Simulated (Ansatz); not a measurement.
System: S₂O₂ (charge 0, singlet). 
Coordinates optimised at B3LYP-D3(BJ)/def2-TZVP (Ansatz, a first-principles code):
SMILES: O=S(=O)=S
```xyz
4

S      0.0028    -0.0036    -0.3852
S     -0.0108     0.0139     1.4960
O      1.1957     0.3377    -1.1053
O     -1.1796    -0.3584    -1.1161
```
Charge 0, spin multiplicity 1.

Parts of the frozen-core correlation energy in STO-3G (Ansatz, hartree). Frozen orbitals: 12; correlated occupied orbitals by spin: 12 and 12; virtual: 4 and 4. Spin-orbit coupling is left out. Non-relativistic. The restricted reference is unstable. The program attaches cautions to this run: large difference.

```json
[
 {"term": "reference (HF)", "value": "-933.65075"},
 {"term": "MP2 opposite-spin", "value": "-0.15106"},
 {"term": "MP2 same-spin", "value": "-0.05075"},
 {"term": "CCSD correlation", "value": "-0.20210"},
 {"term": "(T)", "value": "-0.02248"},
 {"term": "FCI minus CCSD(T)", "value": "-0.00316"},
 {"term": "T1 diagnostic", "value": "0.025"},
 {"term": "largest doubles amplitude", "value": "0.189"}
]
```
